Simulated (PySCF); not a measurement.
2-fluorocyclopenta-1,3-diene (C₅H₅F), SMILES C1C=C(F)C=C1. Geometry: PBE-D3(BJ)/def2-SVP. One conformer was computed; it need not be the lowest.

Question: Give the equilibrium geometry at PBE-D3(BJ)/def2-SVP (PySCF confirms it by a frequency run) as bond lengths and angles, and its point group. (Estimate from the structure and the level; the computed values follow.)

Answer: This is not unique; one that fits is point group Cs.
Atoms: F1 C2 C3 C4 C5 C6 H7 H8 H9 H10 H11. Bonds (Å): F1–C2 1.339, C2–C3 1.361, C2–C6 1.465, C3–C4 1.502, C3–H7 1.096, C4–C5 1.507, C4–H8 1.115, C4–H9 1.115, C5–C6 1.361, C5–H10 1.098, C6–H11 1.098. Bond angles (°): F1–C2–C3 126.7, F1–C2–C6 121.6, C3–C2–C6 111.6, C2–C3–C4 106.8, C2–C3–H7 127.1, C4–C3–H7 126.1, C3–C4–C5 104.7, C3–C4–H8 112.3, C3–C4–H9 112.3, C5–C4–H8 111.3, C5–C4–H9 111.3, H8–C4–H9 105.2, C4–C5–C6 109.1, C4–C5–H10 124.1, C6–C5–H10 126.8, C2–C6–C5 107.7, C2–C6–H11 124.2, C5–C6–H11 128.0.
